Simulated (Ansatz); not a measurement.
`CO[SiH]1C=N1`. The species carries charge 0 and has multiplicity 1. All single points use the PBE0-D4/def2-TZVP geometry. It is one conformer, not always the lowest.

```xyz
10

C    -0.843    1.313    1.024
O    -0.775    0.295    0.047
Si    0.594   -0.399   -0.483
C     0.578   -1.836   -1.494
N     0.866   -2.132   -0.272
H    -1.622    2.020    0.736
H    -1.098    0.881    1.996
H     0.104    1.856    1.118
H     1.736    0.522   -0.335
H     0.460   -2.520   -2.337
```

Question: What is the dipole moment at PBE/def2-TZVPP? (Best estimate.)

Answer: Computed: 2.30 D, with components (-0.28, 2.28, -0.13) D in this frame, pointing from negative to positive charge.

Question: And with r2SCAN, B3LYP, ωB97M-V? (Estimate.)

Answer: Computed: r2SCAN 2.39 D, B3LYP 2.55 D, ωB97M-V 2.61 D.

Question: Give the Mulliken charges with PBE, ωB97M-V, r2SCAN in def2-TZVPP. (An estimate is asked.)

Answer: Computed: 
```tsv
atom	PBE	ωB97M-V	r2SCAN
C1	-0.13	-0.16	0.02
O2	-0.31	-0.37	-0.39
Si3	0.34	0.42	0.52
C4	-0.01	-0.04	-0.01
N5	-0.24	-0.30	-0.31
H6	0.11	0.12	0.07
H7	0.11	0.13	0.07
H8	0.08	0.10	0.05
H9	-0.08	-0.03	-0.08
H10	0.12	0.13	0.07
```

B3LYP here is the variant with VWN-RPA as its local correlation; programs differ in this.
